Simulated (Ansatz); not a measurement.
```yaml
crystal:
  periodic: [false, false, false]
  atoms:
    - {symbol: Cl, position_ang: [1.733726, 0.448329, -2.486273]}
    - {symbol: Al, position_ang: [1.520538, 0.308851, -0.413579]}
    - {symbol: Cl, position_ang: [0.358046, -1.593696, 0.077480]}
    - {symbol: Al, position_ang: [-1.437907, -0.304290, 0.646764]}
    - {symbol: Cl, position_ang: [-2.906434, -0.513249, -0.823180]}
    - {symbol: Cl, position_ang: [-0.249099, 1.599758, 0.229991]}
    - {symbol: H, position_ang: [2.703513, 0.485722, 0.591244]}
    - {symbol: H, position_ang: [-1.722383, -0.431434, 2.177542]}
basis:
  gaussian: {orbitals: cc-pVTZ-DK, fitting: {mean_field: def2-universal-jkfit}}
magnetization: {spin_polarized: true, initial_magnetization: 4}
hamiltonian: {xc: {name: revPBE}}
```

```sh
$ ansatz run in.yaml --threads 4 --pin off --events-out ev --progress --plain --max-ram 10444MiB
```

It prints (some lines left out):

```
Functional definition: revPBE
804 factors; integrals over basis functions are off by at most 1.1e0 eV
mean field evaluation 1: about -63477.5078 eV, gradient 1.8e1 eV
mean field evaluation 2: about -63463.7026 eV, gradient 4.2e1 eV
mean field evaluation 4: about -63474.1961 eV, gradient 2.7e1 eV
mean field evaluation 8: about -63480.8102 eV, gradient 1.0e1 eV
mean field evaluation 16: about -63481.8461 eV, gradient 1.3e-4 eV
mean field -63481.84606045 eV, -2332.9148131808 hartree, gradient 2.9e-6 eV, S^2 6.008251; 10 other end points of the search recorded, 0 dependent functions left out
reference -63481.84613685 eV, -2332.9148159885 hartree; 50, 46 occupied and 182, 186 virtual orbitals, 804 factors
Total energy: -63481.84613685 eV, -2332.9148159885 hartree
Relativity: scalar
```

(1) Something in this input is off. What?

Results:

(1) The spin is set far too high for this molecule. The run converged. The result belongs to that input, not to the molecule as meant.
